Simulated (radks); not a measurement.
All-electron calculation, non-relativistic Kohn-Sham, PBE, spin-polarised, spherical densities, point nucleus; open shells are filled with parallel spins first (spin-orbit coupling, left out, can overturn this in heavy ions). Program: a radial shooting solver on a logarithmic mesh with Libxc functionals. Response by self-consistent Sternheimer equations with the Hartree and adiabatic LDA kernel. For heavy and open-shell atoms this level of theory can miss by tens of per cent. Rank Tl3+, Tl+, Tl6+, Tl4+, Tl, Tl5+, Tl2+ (NIST ground configurations) by static dipole polarisability, largest first.

Answer. Tl 87.22, Tl+ 30.44, Tl2+ 17.34, Tl3+ 4.844, Tl4+ 3.690, Tl5+ 2.912, Tl6+ 2.356 bohr^3.
